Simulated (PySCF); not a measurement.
Input for PySCF: R-B3LYP/3-21G on H4OSi (SMILES O[SiH3]).

```python
from pyscf import gto, scf, dft, mp
from pyscf.data.elements import chemcore

mol = gto.M(
    atom='''
    O     0.67352280   -0.50299255    3.40059025
    Si   -0.64119499    0.23451688    4.06585375
    H     0.75002797   -0.46258404    2.43877668
    H    -0.67239287    1.68851138    3.76149023
    H    -0.54000603    0.03609720    5.52569469
    H    -1.91337655   -0.35154303    3.57005823
    ''',
    basis='3-21g',
    charge=0, spin=0, verbose=3, max_memory=1800)
mf = dft.RKS(mol, xc='b3lyp')
mf.conv_tol = 1e-8
mf.max_cycle = 100
mf.kernel()
if not mf.converged:
    mf = mf.newton().run(mf.mo_coeff, mf.mo_occ)
```

**Question.** Predict the final total energy.

**Answer.** -365.1802 hartree.
